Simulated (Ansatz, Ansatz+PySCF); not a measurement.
```xyz
9

C     0.0000   -0.3814   -0.3253
C     0.0000   -0.3998    1.0642
O     0.0000    0.8493   -0.7184
H    -0.8181   -0.8847   -0.6716
H     0.8181   -0.8847   -0.6716
H     0.0000   -1.3494    1.4144
H     0.8185    0.0759    1.4230
H    -0.8185    0.0759    1.4230
H     0.0000    0.8594   -1.6030
```

Basis set: def2-SVP (spherical functions). Frozen core: 3 orbitals. Charge 0, multiplicity 1.

Computed with Ansatz (development build ahead of 0.2.0); each method stands on the lowest determinant of its kind that the runs found. Restricted open shells among the atoms or ions are ROHF, correlated in semicanonical orbitals with singles.

(1) Give the atomization energy at this shape (free ground-state atoms in the same class of orbitals less the molecule, no zero-point energy) of singlet C₂H₆O by RHF-CCSD(T), RHF-MP2, RHF, UHF.

Results:

(1)

```json
{"method": "RHF-CCSD(T)", "atomization energy": "3068.5 kJ/mol"}
{"method": "RHF-MP2", "atomization energy": "3095.1 kJ/mol"}
{"method": "RHF", "atomization energy": "2421.9 kJ/mol"}
{"method": "UHF", "atomization energy": "2387.4 kJ/mol"}
```

Caution: the shape is not the minimum.
